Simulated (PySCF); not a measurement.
## Calculated NMR parameters of Chloropyrazine

```
Formula                               : C4H3ClN2
SMILES                                : Clc1cnccn1
Point group of the computed structure : Cs
Degrees of unsaturation               : 4
Carbon signals                        : 4
Proton signals                        : 3
```

Molfile (atoms numbered from 1):
```
C4H3ClN2
     RDKit          3D

 10 10  0  0  0  0  0  0  0  0999 V2000
    2.4829   -1.6274   -0.1932 Cl  0  0  0  0  0  0  0  0  0  0  0  0
    1.0306   -0.7057   -0.0685 C   0  0  0  0  0  0  0  0  0  0  0  0
    0.9879    0.5723   -0.6254 C   0  0  0  0  0  0  0  0  0  0  0  0
   -0.1079    1.3049   -0.5465 N   0  0  0  0  0  0  0  0  0  0  0  0
   -1.1503    0.7680    0.0806 C   0  0  0  0  0  0  0  0  0  0  0  0
   -1.0910   -0.5031    0.6265 C   0  0  0  0  0  0  0  0  0  0  0  0
    0.0095   -1.2458    0.5512 N   0  0  0  0  0  0  0  0  0  0  0  0
    1.8513    0.9887   -1.1330 H   0  0  0  0  0  0  0  0  0  0  0  0
   -2.0524    1.3668    0.1488 H   0  0  0  0  0  0  0  0  0  0  0  0
   -1.9436   -0.9394    1.1370 H   0  0  0  0  0  0  0  0  0  0  0  0
  1  2  1  0
  2  3  2  0
  3  4  1  0
  4  5  2  0
  5  6  1  0
  6  7  2  0
  7  2  1  0
  3  8  1  0
  5  9  1  0
  6 10  1  0
M  END
```

Relativity neglected, one computed conformer, gas phase. Structure optimised with PBE0-D3(BJ)/def2-TZVP; shieldings: GIAO B97-2/pcSseg-2; PySCF 2.14.

Scale: TMS for 1H (σ = 31.64 ppm), 13C (σ = 185.38 ppm); NH3 for 15N (σ = 261.75 ppm) (reference shieldings calculated alike).

| carbon | δC, type | δH (multiplicity) | HMBC from (2–3 bonds) | span of the C tensor (ppm) |
| --- | --- | --- | --- | --- |
| C2 | 164.1, C | – | H8, H10 | 168 |
| C3 | 153.4, CH | 8.82 (s) | H9 | 198 |
| C5 | 149.3, CH | 8.60 (m) | H8, H10 | 223 |
| C6 | 150.9, CH | 8.49 (m) | H9 | 210 |

Other nuclei:
```
atoms  nucleus                  environment  δ (ppm)  σ (ppm)
   N4      15N  pyridine-type ring nitrogen    381.1   -119.4
   N7      15N  pyridine-type ring nitrogen    359.3    -97.5
```

Carbon types of the structure: 1 × C, 3 × CH, which accounts for all hydrogens. δC 164.1: aromatic carbon bearing chlorine. δC 153.4, 150.9, 149.3: aromatic CH next to a ring nitrogen; the adjacent pyridine-type nitrogen withdraws density from it. δH 8.82, 8.60, 8.49: hydrogen on an aromatic CH next to a ring nitrogen; ring current plus the neighbouring ring nitrogen.

Carbons that carry Cl, above all several Cl atoms, come out too deshielded, partly because spin–orbit coupling is missing. Shifts are as computed. Against solution values, carbons near 30 ppm lie about +3 ppm off and those near 130 ppm about +7 ppm; carbons on Cl a further +5 ppm. Of 1211 compounds with measured shifts, 218 miss one by over three times the rms of a fit or turn the order of signals round; such compounds aren't used in these exercises. Experimental scales use liquid or dissolved standards, which lie at an offset from isolated NH3 (liquid NH3: subtract about 20 ppm). Unscaled 15N shifts of sp2 nitrogen come out 20 to 40 ppm too high even then. Multiplicities follow the n + 1 count of equivalent neighbours, as no J values were calculated; m marks all less simple cases, F and P coupling included.
